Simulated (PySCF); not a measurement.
## Radial density of S (sulfur, neutral)

r2SCAN, [Ne] 3s2 3p4, high-spin 3P determinant. All numbers are calculated (PySCF 2.14, no relativity, point nucleus, in aug-cc-pV(D+d)Z).

| r (bohr) | 4πr²ρ (e/bohr) | 4πr²(ρα − ρβ) |
| --- | --- | --- |
| 0.00136 | 0.05936 | 0.0000 |
| 0.00229 | 0.1635 | 0.0000 |
| 0.00385 | 0.4390 | 0.0000 |
| 0.00648 | 1.143 | 0.0001 |
| 0.0109 | 2.808 | 0.0002 |
| 0.0183 | 6.275 | 0.0005 |
| 0.0308 | 11.94 | 0.0019 |
| 0.0518 | 17.48 | 0.0083 |
| 0.0872 | 17.14 | 0.0354 |
| 0.147 | 12.27 | 0.1175 |
| 0.247 | 15.17 | 0.2170 |
| 0.415 | 16.45 | 0.1088 |
| 0.698 | 5.799 | 0.0601 |
| 1.17 | 3.156 | 0.8457 |
| 1.97 | 2.884 | 0.9917 |
| 3.32 | 0.5898 | 0.2175 |
| 5.59 | 0.01863 | 0.0046 |
| 9.40 | 0.0001329 | 0.0000 |
